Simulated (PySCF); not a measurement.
Ga(F)(Cl)(Et) (C2H5ClFGa), SMILES [CH2]([Ga]([F])[Cl])C. Atoms are numbered in the order given.

```xyz
10

Ga     0.1164    -0.0851     0.0000
F      1.8693     0.0715     0.0000
Cl    -0.5283    -2.1427     0.0000
C     -1.0356     1.5069     0.0000
C     -0.2718     2.8338     0.0000
H     -1.6930     1.4108     0.8805
H     -1.6930     1.4108    -0.8805
H      0.3746     2.9340    -0.8855
H      0.3746     2.9340     0.8855
H     -0.9690     3.6881     0.0000
```
Charge 0, spin multiplicity 1.

Geometry optimised at B3LYP-D3(BJ)/def2-SVP. The structure was generated by enumeration; whether it is a known compound was not checked. The values are those of a single conformer.

Two levels are set side by side: PBE/pcSseg-1 (PySCF) and HF/pcSseg-1 (PySCF). GIAO shifts against CFCl3 (¹⁹F), HCl (³⁵Cl), TMS (¹H), TMS (¹³C) at the same level; non-relativistic, no solvent, atoms listed together averaged. Without spin–orbit terms, shifts of atoms bonded to Cl or Br come out too high at both levels. Differences are taken from unrounded values.

| quantity | HF | PBE | PBE minus HF |
|---|---|---|---|
| δ(¹⁹F) of F2 (ppm) | -135.7 | -112.7 | 23.0 |
| δ(³⁵Cl) of Cl3 (ppm) | -30.8 | 103.0 | 133.9 |
| δ(¹³C) of C4 (ppm) | 4.6 | 20.5 | 15.9 |
| δ(¹³C) of C5 (ppm) | 12.0 | 13.8 | 1.9 |
| δ(¹H) of H6, H7 (ppm) | 1.09 | 1.76 | 0.67 |

Rough cost on one machine, each run with all the roots and properties that it gave: HF against PBE within a factor of 2.
